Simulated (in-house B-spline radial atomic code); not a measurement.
**PBE hybrid excitations of Cr VII (Cr6+)**

Method: PBE hybrid with 0.6 exact exchange. Computed with an all-electron radial atomic-structure program (B-spline basis): linear response of the closed shell [Ne] 3s2 3p6 with the functional's adiabatic kernel; scalar-relativistic (spin-free one-electron X2C), finite nucleus, no spin-orbit coupling, no double excitations, S, P, D and F terms only. Only terms of natural parity with L up to 3 were computed.

Command:
```bash
python run_td.py task.json out
```
Settings (radii: box in bohr, nucleus in fm):
```
Z                        24
electrons                18
configuration            [Ne] 3s2 3p6
hamiltonian              x2c
method                   pbeh
box_radius               14.35
exact_exchange_fraction  0.6
rms_radius               3.6452
intervals                71
```

Cost of the run: 1.1 s on 1 thread of Arm Neoverse N1, with other jobs on the host.

The lowest states, in the order of their Tamm-Dancoff energies; the method's threshold (minus the highest occupied level) is 156.66 eV. Labels give the largest channel, * marks a mixed state, and oscillator strengths are full-response dipole values. Semilocal kernels can invert the small singlet-triplet splittings of Rydberg terms. Energies in eV:

```csv
state,full response,Tamm-Dancoff,oscillator strength
3p → 3d 3P,42.58,42.74,-
3p → 3d 3F,43.49,43.88,-
3p → 3d 1F,47.91,47.94,-
3p → 3d 1P,60.93,63.64,3.45
3s → 3d 3D,?,?,-
3p → 4s 3P,83.11,83.13,-
3p → 4s 1P,84.14,84.19,0.309
3s → 3d 1D,?,?,-
3p → 4p 3S,90.93,90.97,-
3p → 4p 3D,92.44,92.46,-
3p → 4p 1D,93.08,93.09,-
3p → 4p 1S,96.76,97.04,-
3p → 4d 3P,106.05,106.06,-
3p → 4d 3F,106.52,106.54,-
3p → 4d 1F,106.90,106.90,-
3p → 4d 1P,107.51,107.63,0.224
```

Task: Where does 3s → 3d 1D lie?

Result: At 84.10 eV in full response, 84.23 eV in Tamm-Dancoff.

Task: Where does 3s → 3d 3D lie?

Result: At 78.77 eV in full response, 78.84 eV in Tamm-Dancoff.

Task: How large is the singlet-triplet splitting of 3p → 3d (F terms) in Tamm-Dancoff?

Result: 4.06 eV, from the unrounded values.

Task: What polarisabilities and dispersion coefficient does the method give?

Result: Dipole 0.809 bohr³, quadrupole 0.6913 bohr⁵, C6 1.244 hartree·bohr⁶ for two such species.
